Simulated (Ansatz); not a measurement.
`FC[SiH2]BS`. The species carries charge 0 and has multiplicity 1. The structure was optimised at the PBE0-D4/def2-TZVP level. It is one conformer, not always the lowest.

```xyz
11

F     2.124   -1.943   -0.478
C     1.057   -1.090   -0.741
Si    0.482   -0.213    0.842
B    -1.061    1.033    0.500
S    -1.693    1.194   -1.139
H     1.381   -0.367   -1.498
H     0.248   -1.685   -1.180
H     0.077   -1.240    1.843
H     1.624    0.557    1.409
H    -1.558    1.665    1.381
H    -2.679    2.089   -0.939
```

Problem. What is the dipole moment at ωB97M-V/def2-TZVPP? (Estimate.)

Solution. Ansatz gave: 2.96 D, with components (-2.27, 1.82, -0.56) D in this frame, pointing from negative to positive charge.

Problem. And with PBE, r2SCAN, B3LYP? (An estimate is asked.)

Solution. Ansatz gave: PBE 2.83 D, r2SCAN 2.88 D, B3LYP 2.95 D.

Problem. Give the Mulliken charges with ωB97M-V, B3LYP, PBE in def2-TZVPP. (An estimate is asked.)

Solution. The calculation gave: 
```csv
atom,ωB97M-V,B3LYP,PBE
F1,-0.24,-0.25,-0.21
C2,-0.09,-0.03,-0.04
Si3,0.13,0.18,0.11
B4,-0.09,0.00,0.00
S5,-0.09,-0.11,-0.10
H6,0.11,0.10,0.09
H7,0.11,0.10,0.09
H8,-0.02,-0.07,-0.06
H9,-0.02,-0.07,-0.06
H10,0.09,0.05,0.04
H11,0.12,0.11,0.12
```

B3LYP here is the variant with VWN-RPA as its local correlation; programs differ in this.
